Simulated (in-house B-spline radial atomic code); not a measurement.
Nb5+: [Ar] 3d10 4s2 4p6

All numbers are computed (non-relativistic B97-1, spin-polarised, spherical fractional occupations, exact exchange averaged over the configuration; point nucleus) with a radial B-spline atomic code at the basis-set limit, not measured.

Effective charges: Z_r = [3n² - l(l+1)]/(2<r>) from the radius, Z_e = n√(-2ε) from the energy, and Slater's rules. Values are occupation-weighted means over spin.

```json
{"shell": "1s", "electrons": "2", "ε (eV)": "-18485", "<r> (bohr)": "0.0372", "Z_r": "40.32", "Z_e": "36.86", "Slater": "40.70"}
{"shell": "2s", "electrons": "2", "ε (eV)": "-2616.2", "<r> (bohr)": "0.1629", "Z_r": "36.84", "Z_e": "27.73", "Slater": "36.85"}
{"shell": "2p", "electrons": "6", "ε (eV)": "-2407.4", "<r> (bohr)": "0.1398", "Z_r": "35.77", "Z_e": "26.60", "Slater": "36.85"}
{"shell": "3s", "electrons": "2", "ε (eV)": "-495", "<r> (bohr)": "0.454", "Z_r": "29.74", "Z_e": "18.10", "Slater": "29.75"}
{"shell": "3p", "electrons": "6", "ε (eV)": "-415.4", "<r> (bohr)": "0.4499", "Z_r": "27.78", "Z_e": "16.58", "Slater": "29.75"}
{"shell": "3d", "electrons": "10", "ε (eV)": "-270.28", "<r> (bohr)": "0.4308", "Z_r": "24.37", "Z_e": "13.37", "Slater": "19.85"}
{"shell": "4s", "electrons": "2", "ε (eV)": "-119.43", "<r> (bohr)": "1.148", "Z_r": "20.91", "Z_e": "11.85", "Slater": "13.25"}
{"shell": "4p", "electrons": "6", "ε (eV)": "-95.616", "<r> (bohr)": "1.236", "Z_r": "18.60", "Z_e": "10.60", "Slater": "13.25"}
```

The least bound orbital is 4p at -95.62 eV, and it is also the most diffuse (<r> = 1.236 bohr).

The density falls to 0.001 bohr⁻³ at 2.735 bohr; Σ<r²> = 17.689 bohr² gives, by the non-relativistic formula and without the paramagnetism of open shells, a Langevin diamagnetic susceptibility of -14.01×10⁻⁶ cm³/mol.
